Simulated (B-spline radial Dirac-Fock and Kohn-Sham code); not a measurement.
## 3d5/2 emission of Ce⁴⁺

System: Ce⁴⁺, configuration [Kr] 4d10 5s2 5p6.

Input file task.json (cfg lists n, l and occupation; rrms is the nuclear radius in fm):

```json
{"items": [{
  "Z": 58,
  "q": 4,
  "cfg": [[1, 0, 2], [2, 0, 2], [2, 1, 6], [3, 0, 2], [3, 1, 6], [3, 2, 10], [4, 0, 2], [4, 1, 6], [4, 2, 10], [5, 0, 2], [5, 1, 6]],
  "A": 140,
  "rrms": 4.8771,
  "do": ["binding", "quiet", "decay"],
  "holes": ["K", "L1", "L2", "L3", "M1", "M2", "M3", "M4", "M5", "N1", "N2", "N3", "N4", "N5"]
}]}
```

Launch: `python xray_run.py task.json out`

These are calculated numbers from a radial B-spline solver; the model is independent-particle rates on relativistic LDA orbitals of the hole state (multipoles up to L = 3, Coulomb Auger matrix elements, transition energies from Dirac-Fock).

```tsv
line	multipole	energy (eV)	rate (s⁻¹)	share (%)
M5-N1	E2	586.2	1.70e+08	0.0259
Mζ1 (M5-N3)	E1	668.9	5.52e+11	84.2
M5-N4	E2	775.3	1.96e+08	0.0300
M5-N5	E2	778.7	7.61e+08	0.116
M5-O3	E1	879.0	1.03e+11	15.7
```

The listed lines hold 100.0 % of the radiative rate. The radiative width is 0.000431 eV in the length form and 0.000456 eV in the velocity form; the two differ because the transition energies are not eigenvalue differences of the potential that gave the orbitals.
